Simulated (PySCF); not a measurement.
A GIAO shielding run with PySCF 2.14.0 with density-fitted response routines (density fitting, non-relativistic, gas phase) on `C=C(C)[C@@H]1C[Si@H](F)CC1=S`, C$_{7}$H$_{11}$FSSi:

```
$ OMP_NUM_THREADS=1 python probes_run.py task.json out

{"job": {"kind": "nmr", "xc": "PBE0", "basis": "pcSseg-1"}, "charge": 0, "multiplicity": 1}
C     -1.336890     1.000719     0.915761
C     -1.281279    -0.107829     0.195532
C     -2.479522    -0.691550    -0.484821
C      0.006404    -0.875840    -0.053824
C      1.030800    -0.791719     1.093975
Si     2.253310     0.590534     0.638797
F      2.105533     1.881117     1.603532
C      1.447582     0.919127    -1.052591
C      0.603992    -0.279864    -1.300630
S      0.348729    -0.903522    -2.777283
H     -2.268985     1.520902     1.058886
H     -0.480111     1.433228     1.401782
H     -3.337773    -0.030153    -0.403497
H     -2.734851    -1.652813    -0.038693
H     -2.263726    -0.863161    -1.539158
H     -0.265159    -1.916640    -0.251411
H      1.547631    -1.748536     1.166917
H      0.522198    -0.640981     2.044895
H      3.669616     0.279993     0.644361
H      2.111049     1.103191    -1.894584
H      0.792533     1.790739    -0.968417
```

Hardware: 1 thread of an Arm Neoverse N1, shared host. The job also computes population analyses, field gradients, ring-centre shieldings.

Problem. How large is the calculation?

Solution. 92 electrons, 239 basis functions and 1282 auxiliary functions.

Problem. How long does it take, and how much memory does it need?

Solution. 2.1 min of wall time, with 14 SCF cycles and 5 response iterations; peak memory 1.1 GiB. Times on a shared host scatter by some tens of per cent.
